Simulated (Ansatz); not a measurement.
C3H8AlCl2N (`CC(C)[NH][Al]([Cl])[Cl]`), 15 atoms. Charge 0, multiplicity 1. All runs use 4 threads of an Intel Xeon on a shared host. Correlated methods freeze the cores.

(1) How many basis functions does each run have, and how long does it take in Ansatz? RKS CAM-B3LYP-D4/def2-TZVPP energy; RKS PBE0-D4/def2-TZVP frequencies; RKS PBE0-D4/def2-QZVPP energy; RKS ωB97M-V/def2-SVP energy; RKS PBE0-D4/def2-TZVPP energy; RHF-MP2/def2-TZVPP energy; direct RPA on PBE orbitals/def2-TZVPP energy; RKS SPW92 (LDA)/def2-TZVPP energy; RKS ωB97M-V/def2-QZVPP energy; RKS PBE0-D4/def2-SVP energy; RHF-MP2/def2-QZVPP energy; RKS ωB97X-V/def2-TZVPP energy. (An estimate is asked.)

Answers

(1) Computed: Other jobs shared the machine, so times are rough.

| level | job | functions | wall time | peak host memory (GiB) |
| --- | --- | --- | --- | --- |
| RKS PBE0-D4/def2-SVP | energy | 150 | 6 s | 0.44 |
| RKS SPW92 (LDA)/def2-TZVPP | energy | 362 | 12 s | 0.71 |
| RKS ωB97M-V/def2-SVP | energy | 150 | 16 s | 0.64 |
| RKS PBE0-D4/def2-TZVPP | energy | 362 | 20 s | 1.6 |
| RKS CAM-B3LYP-D4/def2-TZVPP | energy | 362 | 21 s | 1.8 |
| RHF-MP2/def2-TZVPP | energy | 362 | 24 s | 1.4 |
| direct RPA on PBE orbitals/def2-TZVPP | energy | 362 | 26 s | 1.3 |
| RKS ωB97X-V/def2-TZVPP | energy | 362 | 34 s | 1.8 |
| RKS PBE0-D4/def2-QZVPP | energy | 678 | 62 s | 3.9 |
| RKS ωB97M-V/def2-QZVPP | energy | 678 | 110 s | 4.6 |
| RHF-MP2/def2-QZVPP | energy | 678 | 2.3 min | 7.2 |
| RKS PBE0-D4/def2-TZVP | frequencies | 283 | 21 min | 1.1 |
